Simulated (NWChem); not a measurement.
A series in which one site is exchanged, each optimised at PBE0/def2-SVP with NWChem, gas phase unless a solvent is named. All stand in one matching conformer (torsions within 35°), which need not be the lowest. Some are not confirmed as minima by frequencies. def2 effective core potentials on I; no spin-orbit coupling.

A: [OH][Be][Cl] (BeHOCl; site = Cl)
B: [OH][Be][I] (BeHOI; site = I)
C: [OH][BeH] (BeH2O; site = H)

### Question
Rank them by lowest singlet excitation, PBE0/def2-SVPD, TDA (eV), lowest first.

### Answer
B (6.09), A (7.53), C (8.09)
